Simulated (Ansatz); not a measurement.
One change: `C[Si]C` becomes `C[Si]Br`.

Ansatz, PBE0-D4/def2-TZVP geometries, multiplicity 1. 

Scalar relativity is left out up to krypton.

```
                                                                                  property  `C[Si]C`
                                            size of the dipole moment (PBE/def2-TZVPP) / D      1.37
                                                         HOMO energy (PBE/def2-TZVPP) / eV     -4.91
                                                     LUMO energy (ωB97M-V/def2-TZVPP) / eV     -0.07
                                                       HOMO–LUMO gap (PBE/def2-TZVPP) / eV      2.00
                                                       HOMO energy (B3LYP/def2-TZVPP) / eV     -5.78
ideal-gas entropy at 298 K and 1 bar (rigid rotor, harmonic PBE0-D4/def2-TZVP) / J/(mol·K)       296
```

(1) Give the same properties after the change, and the shifts. (Best estimate.)

Answers

(1) The calculation gave: 
```tsv
property	`C[Si]Br`	shift
size of the dipole moment (PBE/def2-TZVPP) / D	1.79	0.42
HOMO energy (PBE/def2-TZVPP) / eV	-5.62	-0.71
LUMO energy (ωB97M-V/def2-TZVPP) / eV	-0.66	-0.59
HOMO–LUMO gap (PBE/def2-TZVPP) / eV	2.19	0.19
HOMO energy (B3LYP/def2-TZVPP) / eV	-6.51	-0.73
ideal-gas entropy at 298 K and 1 bar (rigid rotor, harmonic PBE0-D4/def2-TZVP) / J/(mol·K)	310	14
```

With PBE0 the HOMO falls by 0.75 eV and the LUMO falls by 0.59 eV, so the gap widens by about 0.16 eV. PBE moves the HOMO by -0.71 eV and ωB97M-V by -0.73 eV. The zero-point energy changes by -90.3 kJ/mol with -9 modes. Dipoles are sizes alone; their direction can turn.

B3LYP here is the variant with VWN-RPA as its local correlation; programs differ in this.

Spin–orbit coupling is left out; it splits and shifts lone-pair levels of the heavy atoms by tenths of an eV.
